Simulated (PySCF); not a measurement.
C4H9NSi, SMILES [SiH3]N1CC=CC1. Heavy atoms are numbered as in [SiH3:1][N:2]1[CH2:3][CH:4]=[CH:5][CH2:6]1. Hydrogens are named by the atom that carries them.

Coordinates come from a r2SCAN-D4/def2-SVP optimisation. This is a generated structure with no PubChem entry under its InChIKey; it may be hypothetical. The values are those of a single conformer.

Method: PBE0/pcSseg-1 run with PySCF.

GIAO shieldings, no solvent; atoms alike by connectivity are averaged. δ = σ(ref) − σ: ²⁹Si against TMS (σ = 352.7 ppm); ¹⁵N against NH3 (σ = 267.4 ppm); ¹³C against TMS (σ = 186.3 ppm); ¹H against TMS (σ = 31.56 ppm), references at their B3LYP-D3(BJ)/def2-TZVP geometries, non-relativistic.

Computed chemical shifts:
| nucleus | atoms | count | δ (ppm) |
|---|---|---|---|
| ²⁹Si | Si1 (SiH3) | 1 | -53.7 |
| ¹⁵N | N2 | 1 | 19.7 |
| ¹³C | C4 (CH) | 2 | 139.3 |
| ¹³C | C3 (CH2) | 2 | 63.1 |
| ¹H | H on C4 | 2 | 6.28 |
| ¹H | H on Si1 | 3 | 4.96 |
| ¹H | H on C3 | 4 | 4.36 |
